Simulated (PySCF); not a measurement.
# Trend along group 13: MGa cations

CCSD(T) with double-zeta basis sets in PySCF, for the lowest determinant that a PBE0 search found; no spin–orbit coupling. De refers to high-spin ground-configuration atoms (the charge goes to the atom of lower measured ionisation energy or higher electron affinity, which is not always the lowest computed limit).

| M | basis | reference, frozen orbitals | charged atom | state (unpaired electrons) | Re (Å) | ωe (cm⁻¹) | De (eV) |
| --- | --- | --- | --- | --- | --- | --- | --- |
| B | x2c-SVPall | UHF, 10 | Ga+ | doublet (σ ↑) | 2.764 | 206 | 0.66 |
| Al | 6-31G(d,p) | ROHF, 14 | Al+ | doublet (σ ↑) | 3.142 | 154 | 1.26 |
| In | cc-pVDZ-PP | UHF, 8 | In+ | doublet (σ ↑) | 3.404 | 87.3 | 1.09 |

The shortest bond is that of GaB⁺ (2.764 Å), the longest that of InGa⁺ (3.404 Å).

The rows differ in basis set, which adds steps of its own.

Down a group the atoms grow and get heavier, so bonds lengthen and wavenumbers fall; this series shows no clear exception.

Correlated steps freeze the inner cores (8 to 14 orbitals); shallow outer-core shells are correlated. UHF and ROHF references stand side by side, which adds small steps between rows. Correlated levels converge slowly with the basis: in double zeta they bind strong bonds too weakly, by up to about 1 eV, and carry superposition errors of some tenths. Spin–orbit coupling is left out, which matters for elements this heavy, above all for dissociation energies. For an ion De counts to the pair picked by the measured ionisation energies or electron affinities, which need not be the lowest pair at this level. States were picked by a PBE0 search and need not be the measured ground states.
